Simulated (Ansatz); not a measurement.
B3H3O3, SMILES B1OBOBO1.

Coordinates come from a ωB97X-D3(BJ)/def2-SVP optimisation.

Two levels are set side by side: PBE/def2-SVPD (Ansatz, an electronic-structure program) and PBE0/def2-SVPD (Ansatz). Energy differences of separate SCF runs at the same geometry; the states with an electron removed or added have multiplicity 2 and 2. Differences are taken from unrounded values.

| quantity | PBE0 |
|---|---|
| vertical ionisation energy (eV) | 11.92 |
| vertical singlet–triplet gap (eV) | 6.95 |

**Question.** What does PBE give, and how far is it from PBE0? (The exact figures need the calculation; the answer reports its results.)

**Answer.** 
```json
[
 {"quantity": "vertical ionisation energy (eV)", "PBE": "11.28", "PBE minus PBE0": "-0.64"},
 {"quantity": "vertical singlet–triplet gap (eV)", "PBE": "6.15", "PBE minus PBE0": "-0.79"}
]
```
